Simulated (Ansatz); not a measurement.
Ideal-gas functions of CH3CdF (`[CH3][Cd][F]`) at 400 K and 1 bar, from an Ansatz frequency run at PBE0-D4/def2-TZVP.

Molar mass 146.45 g/mol, point group C3v (symmetry number 3), electronic degeneracy 1, moments of inertia 3.186, 143.457, 143.457 u Å². Harmonic wavenumbers (cm⁻¹, unscaled): 134, 134, 498, 596, 735, 735, 1192, 1452, 1452, 3071, 3169, 3169.

Use S(trans) = R[1.5 ln M + 2.5 ln T − 1.1517]; rotational temperatures θ = 24.2544 K / I; S(rot) = R[ln(√π/σ · √(T³/θAθBθC)) + 1.5]; for each mode x = 1.438777 ν̃/T, S = R[x/(eˣ − 1) − ln(1 − e⁻ˣ)] and H = RT x/(eˣ − 1); 1 cm⁻¹ = 0.0119627 kJ/mol; R = 8.31446 J/(mol·K).

Task: By hand: the entropy, in J/(mol·K).

Result: Translation 177.2. Rotation: θ = 7.6128, 0.1691, 0.1691 K, giving 89.2. Vibration, mode by mode: 14.46, 14.46, 4.50, 3.40, 2.30, 2.30, 0.61, 0.28, 0.28, 0.00, 0.00, 0.00, in all 42.6. Electronic 0.0. Sum 309.0 J/(mol·K).

Task: By hand: H − E and G − E in kJ/mol, counted from the electronic energy.

Result: Zero-point energy ½ × 16337 × 0.0119627 = 97.7; thermal vibration 9.0; translation, rotation and pV give 4 RT = 13.3. H − E = 120.0 kJ/mol, and G − E = 120.0 − 400 × 309.0/1000 = -3.6 kJ/mol.

Vibration gives 14 % of the entropy, 28.9 J/(mol·K) of it from the modes under 150 cm⁻¹: soft modes count most, and the harmonic formula is weakest for them.
